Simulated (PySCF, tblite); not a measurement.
# Complex of Ca2+, hydrosulfide and hydrogen fluoride

A gas-phase complex of Ca2+, hydrosulfide and hydrogen fluoride; charge +1, singlet. The structure comes from a short search (6 tight-binding starts) and was relaxed by PBE0-D3(BJ)/def2-SVPD; another way of binding may lie lower. Frequencies by PBE0-D3(BJ)/def2-SVPD show no clear imaginary mode.

Parts: 1 = Ca2+ ([Ca+2]), atoms 1, charge +2; 2 = hydrosulfide ([SH-]), atoms 2–3, charge -1; 3 = hydrogen fluoride (F), atoms 4–5.

```xyz
5

Ca    0.027    0.153    0.178
S     1.788    0.200   -1.556
H     2.025   -1.136   -1.554
F    -0.810    2.283    0.396
H    -0.907    3.188    0.197
```
(Å; atoms numbered from 1)

Contacts between parts, classed by geometry: Ca1···S2 2.472 Å (ion contact); Ca1···F4 2.299 Å (ion contact).

Interaction energies are complex less parts, with the parts frozen as they stand in it; counterpoise-corrected, in kcal/mol (PySCF).

Task: Give the interaction energy at each level run.

Result: 
| level | interaction | superposition error removed |
| --- | --- | --- |
| wB97M-D3(BJ)/def2-TZVPD | -309.84 | -0.22 |
| PBE0-D3(BJ)/def2-TZVPD | -316.52 | -0.24 |

Task: What holds them together? Decompose the wB97M-D3(BJ)/def2-TZVPD energy: frozen parts, their antisymmetrised product, then relaxation.

Result: electrostatic -322.2, Pauli repulsion +97.8, orbital relaxation -84.4, dispersion correction -1.3 kcal/mol, which sum to the value before the counterpoise correction; the Pauli term holds the exchange-correlation of the frozen density too. Of the attraction, 79 % is electrostatic, 21 % is orbital relaxation, 0 % is dispersion correction.

Task: Are the pair energies additive?

Result: The pairs sum to -323.40 kcal/mol (1–2 -289.1, 1–3 -38.0, 2–3 3.7); the rest of +13.56 is a many-body weakening.

The parts were also relaxed and run alone, at the levels used for the complex: shieldings by PBE0/aug-pcSseg-2; core levels by delta-SCF with SCAN, aug-pcX-2 on the ionised atom and aug-pcseg-1 elsewhere, spin-free X2C (2p3/2 is the spin-free 2p value less a third of a first-order spin-orbit splitting).

Values alone: shielding of Ca1 (ppm): 1413.0; shielding of S2 (ppm): 889.4; shielding of F4 (ppm): 411.2; S2 2p3/2 core level (eV): 161.01; F4 1s core level (eV): 694.15.

Task: What does binding change?

Result: 
| property | alone | in the complex | change |
| --- | --- | --- | --- |
| shielding of Ca1 (ppm) | 1413.0 | 1093.7 | -319.3 |
| shielding of S2 (ppm) | 889.4 | 443.5 | -445.9 |
| shielding of F4 (ppm) | 411.2 | 388.3 | -22.9 |
| S2 2p3/2 core level (eV) | 161.01 | 171.96 | +10.95 |
| F4 1s core level (eV) | 694.15 | 700.81 | +6.66 |

Multiply charged ions in the gas phase bind far more strongly than in solution.
